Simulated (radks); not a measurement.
Task: These are the eigenvalues of the occupied orbitals of an atom or ion with whole-number occupations (eV). All-electron calculation, scalar-relativistic Kohn-Sham, PBEsol, spin-polarised, spherical densities, point nucleus. Program: a radial shooting solver on a logarithmic mesh with Libxc functionals.

| orbital | eigenvalue |
|---|---|
| 1s down | -78429.37 |
| 1s up | -78429.37 |
| 2s up | -13793.02 |
| 2s down | -13792.88 |
| 2p up | -11955.98 |
| 2p down | -11955.87 |
| 3s up | -3253.438 |
| 3s down | -3253.381 |
| 3p up | -2718.605 |
| 3p down | -2718.542 |
| 3d up | -2138.831 |
| 3d down | -2138.730 |
| 4s up | -712.9388 |
| 4s down | -712.8043 |
| 4p up | -537.5556 |
| 4p down | -537.4273 |
| 4d up | -324.7197 |
| 4d down | -324.5693 |
| 5s up | -120.2414 |
| 5s down | -119.2887 |
| 4f up | -88.2081 |
| 4f down | -87.9842 |
| 5p up | -74.3928 |
| 5p down | -73.2142 |
| 5d up | -23.5286 |
| 5d down | -22.1834 |
| 7d up | -2.6492 |

Which element is it, and in what charge state? The configuration may be excited. Open shells, if any, are filled with parallel spins first.

Result: Z = 78, platinum, charge +1: Pt+ in [Xe] 4f14 5d8 7d1. The list shows which subshells hold electrons but not how many an open one holds; the 1s level, -2882.2 hartree, gives Z - s = 75.9 by -(Z - s)^2/2, which with screening and relativity narrows Z to a few neighbours, and the depths of the outer levels then fix element, charge and occupations together.
